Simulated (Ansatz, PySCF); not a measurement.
Cl₄Ge, SMILES [Cl][Ge-]([Cl])([Cl])[Cl] (connectivity only; charge and spin as stated), charge -1, multiplicity 2. Atoms are numbered in the order given.

```xyz
5

Ge     0.0000     0.0000     0.2010
Cl     0.0000     2.2395     1.0076
Cl    -1.7453     0.0000    -1.2281
Cl     0.0000    -2.2395     1.0076
Cl     1.7453     0.0000    -1.2281
```
Charge -1, spin multiplicity 2.

Geometry: PBE0-D3(BJ)/def2-SVPD.

Two levels are set side by side: PBE-D3(BJ)/def2-SVPD (Ansatz, a program for electronic structure) and PBE0-D3(BJ)/def2-SVPD (Ansatz). Each level has its own optimised geometry; the coordinates shown are those of the second. Frequencies come from the Hessian of PySCF at each geometry. Differences are taken from unrounded values.

| quantity | PBE0-D3(BJ) |
|---|---|
| mean bond length (Å) | 2.318 |
| bond Ge1–Cl2 (Å) | 2.380 |
| bond Ge1–Cl3 (Å) | 2.256 |
| bond Ge1–Cl4 (Å) | 2.380 |
| bond Ge1–Cl5 (Å) | 2.256 |
| highest harmonic wavenumber (cm⁻¹) | 342 |
| mean harmonic wavenumber (cm⁻¹) | 183 |
| zero-point energy (kcal/mol) | 2.36 |

**Question.** What does PBE-D3(BJ) give, and how far is it from PBE0-D3(BJ)? (Estimate from the structure and the level; the computed values follow.)

**Answer.** 
```json
[
 {"quantity": "mean bond length (Å)", "PBE-D3(BJ)": "2.357", "PBE-D3(BJ) minus PBE0-D3(BJ)": "0.039"},
 {"quantity": "bond Ge1–Cl2 (Å)", "PBE-D3(BJ)": "2.357", "PBE-D3(BJ) minus PBE0-D3(BJ)": "-0.023"},
 {"quantity": "bond Ge1–Cl3 (Å)", "PBE-D3(BJ)": "2.357", "PBE-D3(BJ) minus PBE0-D3(BJ)": "0.101"},
 {"quantity": "bond Ge1–Cl4 (Å)", "PBE-D3(BJ)": "2.357", "PBE-D3(BJ) minus PBE0-D3(BJ)": "-0.023"},
 {"quantity": "bond Ge1–Cl5 (Å)", "PBE-D3(BJ)": "2.357", "PBE-D3(BJ) minus PBE0-D3(BJ)": "0.101"},
 {"quantity": "highest harmonic wavenumber (cm⁻¹)", "PBE-D3(BJ)": "286", "PBE-D3(BJ) minus PBE0-D3(BJ)": "-56"},
 {"quantity": "mean harmonic wavenumber (cm⁻¹)", "PBE-D3(BJ)": "155", "PBE-D3(BJ) minus PBE0-D3(BJ)": "-28"},
 {"quantity": "zero-point energy (kcal/mol)", "PBE-D3(BJ)": "2.00", "PBE-D3(BJ) minus PBE0-D3(BJ)": "-0.36"}
]
```

Exact exchange shortens and stiffens bonds; PBE has none. Differences between two approximate levels are no errors against the true value.
